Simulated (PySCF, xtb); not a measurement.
C2H5Te, SMILES [CH2][Te]C (connectivity only; charge and spin as stated), charge +1, multiplicity 1.

GFN2-xTB run with xtb at its own geometry gives an orbital gap of 2.63 eV.

Coordinates come from a B3LYP-D3(BJ)/def2-SVP optimisation. The spin state was assumed, not searched. The isomer is the one that the SMILES or the coordinates give; other isomers of the formula were not compared. The def2 effective core potentials stand for the cores of Te; spin–orbit coupling is left out.

Question: What does M06-2X/def2-TZVPD (PySCF) give? (The exact figures need the calculation; the answer reports its results.)

Answer: gap 6.70 eV (levels -14.71 and -8.01 eV).
